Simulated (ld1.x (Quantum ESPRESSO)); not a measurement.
**Transferability test, RRKJ potential for Dy (Z = 66)**

ld1.x (Quantum ESPRESSO) 7.5 input, shortened:

```
&input
   title='Dy', zed=66., rel=2, dft='PBE', iswitch=3,
   config='[Xe] 4f10 5d0.5 6s1.5 6p0', rel_dist='average'
 /
 &inputp
   pseudotype=2, tm=.false., lloc=-1, rcloc=0.55,
   nlcc=.false.
 /
4
5S  1  0   2.00   0.00  2.00  2.00  0.0
5P  2  1   6.00   0.00  2.50  2.50  0.0
4D  3  2  10.00   0.00  0.85  0.85  0.0
4F  4  3  10.00   0.00  0.75  0.75  0.0
 &test
   configts(1)='4d10 4f10 5s2 5p6 5d0.5 6s1.5 6p0'
 /
```

Open shells are filled in proportion to 2j + 1 (rel_dist='average').

Occupied shells without a wave of their own: 5d, 6s. They enter only through the test configuration that unscreens the potential.

Energies are relative to the spin-unpolarised reference configuration 4d10 4f10 5s2 5p6 5d0.5 6s1.5 6p0; without spin polarisation the order of configurations can differ from experiment. Not all tests gave a result: 1 of 7 tests not solved or not reliable. Left out of the table: 4d10 4f10 5s2 5p6 5d0 6s0 6p2 (solver errors, printed error -7.9 eV). The frozen-core shift is the all-electron ΔE with the core orbitals held at their reference shape minus the fully relaxed ΔE.

(1) Give the all-electron excitation energy and the error of the potential for: 4d10 4f10 5s2 5p6 5d0 6s2 6p0; 4d10 4f10 5s2 5p6 5d0 6s1 6p0; 4d10 4f10 5s2 5p6 5d0 6s0 6p0; 4d9 4f10 5s2 5p6 5d0 6s2 6p0; 4d10 4f9 5s2 5p6 5d0 6s0 6p0; 4d10 4f9 5s2 5p6 5d1 6s1 6p0.

A Bessel basis up to 400 Ry misses an occupied level by 0.22 Ry, so cutoffs and ghosts were not judged.

Answers

(1)

| valence configuration | charge | ΔE all-electron (eV) | error AE − PS (meV) | frozen-core shift (meV) |
| --- | --- | --- | --- | --- |
| 4d10 4f10 5s2 5p6 5d0 6s2 6p0 | 0 | -1.302 | +3.5 | 0.0 |
| 4d10 4f10 5s2 5p6 5d0 6s1 6p0 | +1 | 4.936 | -18 | -0.1 |
| 4d10 4f10 5s2 5p6 5d0 6s0 6p0 | +2 | 16.604 | -57 | +0.2 |
| 4d9 4f10 5s2 5p6 5d0 6s2 6p0 | +1 | 159.741 | +200 | +55 |
| 4d10 4f9 5s2 5p6 5d0 6s0 6p0 | +3 | 42.182 | +27 | +12 |
| 4d10 4f9 5s2 5p6 5d1 6s1 6p0 | +1 | 9.849 | +85 | +15 |

The 5d, 6s levels have no wave, so the channel is fitted at the deeper level alone: the likely source of the large errors. A variational frozen-core shift is positive and of second order in the change. This column holds negative values, so the frozen-core run of ld1.x carries numerical noise or an error of first order here, and the column gives no more than the rough size of the effect.
